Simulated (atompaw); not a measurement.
**phosphorus (P): variants of one PAW (atompaw) potential**

Base potential:

```json
{
  "Element": "P (Z = 15)",
  "Generator": "atompaw 4.2.0.5",
  "Type": "PAW",
  "Functional": "PBEsol",
  "Relativity": "non-relativistic",
  "Frozen core": "[Ne]",
  "Valence charge": "5",
  "Reference configuration": "3s2 3p3",
  "Partial waves": "3s (bound): rc 2.15 bohr; 3s channel at 0.3 Ry: rc 1.60 bohr; 3p (bound): rc 2.15 bohr; 3p channel at 1.55 Ry: rc 2.15 bohr; 3d channel at 0.3 Ry: rc 2.15 bohr; 3d channel at 1.65 Ry: rc 2.15 bohr",
  "Local potential": "troulliermartins scheme with l = 3 at 0.5 Ry, radius 1.50 bohr",
  "Core correction": "smooth core density matched at 1.70 bohr",
  "Augmentation charge": "sinc compensation charge, radius 1.75 bohr; PAW radius 2.15 bohr; waves and projectors: custom rrkj gramschmidtortho"
}
```

Cutoffs, loose and tight: the cutoffs (Ry, on a coarse ladder) from which the occupation-weighted sum of valence levels, in a spherical-Bessel basis at the reference potential, stays within 10 and 1 mRy of its value at 400 Ry. They see the waves, projectors and local potential, not the compensation charge or the core. A dash means not determined.

| change | outcome | cutoff, loose | cutoff, tight | bound ghosts |
| --- | --- | --- | --- | --- |
| base | generated, no UPF (negative core plus compensation charge) | 12 Ry | 15 Ry | none |
| all radii scaled by about 0.79 (s 1.70, p 1.70, d 1.70 bohr); local potential troulliermartins scheme with l = 3 at 0.5 Ry, radius 1.18 bohr; augmentation sinc compensation charge, radius 1.38 bohr; PAW radius 1.70 bohr; waves and projectors: custom rrkj gramschmidtortho; core correction smooth core density matched at 1.34 bohr | generated | 12 Ry | 21 Ry | none |
| all radii scaled by about 0.87 (s 1.86, p 1.86, d 1.86 bohr); local potential troulliermartins scheme with l = 3 at 0.5 Ry, radius 1.30 bohr; augmentation sinc compensation charge, radius 1.50 bohr; PAW radius 1.86 bohr; waves and projectors: custom rrkj gramschmidtortho; core correction smooth core density matched at 1.46 bohr | generated | 12 Ry | 21 Ry | none |
| all radii scaled by about 1.09 (s 2.34, p 2.34, d 2.34 bohr); local potential troulliermartins scheme with l = 3 at 0.5 Ry, radius 1.64 bohr; augmentation sinc compensation charge, radius 1.90 bohr; PAW radius 2.34 bohr; waves and projectors: custom rrkj gramschmidtortho; core correction smooth core density matched at 1.86 bohr | generated | 10 Ry | 15 Ry | none |
| all radii scaled by about 1.14 (s 2.46, p 2.46, d 2.46 bohr); local potential troulliermartins scheme with l = 3 at 0.5 Ry, radius 1.72 bohr; augmentation sinc compensation charge, radius 2.00 bohr; PAW radius 2.46 bohr; waves and projectors: custom rrkj gramschmidtortho; core correction smooth core density matched at 1.96 bohr | generated | 10 Ry | 12 Ry | none |
| all radii scaled by about 1.29 (s 2.78, p 2.78, d 2.78 bohr); local potential troulliermartins scheme with l = 3 at 0.5 Ry, radius 1.94 bohr; augmentation sinc compensation charge, radius 2.26 bohr; PAW radius 2.78 bohr; waves and projectors: custom rrkj gramschmidtortho; core correction smooth core density matched at 2.20 bohr | generated | 8 Ry | 10 Ry | none |

Reading the sweep of the scale of all radii (base = 1) (base included, trends over the rows without a ghost): The loose cutoff falls from 12 Ry at 0.79 to 8 Ry at 1.29. A larger radius leaves more room for a smooth pseudo-wave, so fewer plane waves are needed; a smaller one forces it to follow the all-electron wave where it bends sharply.
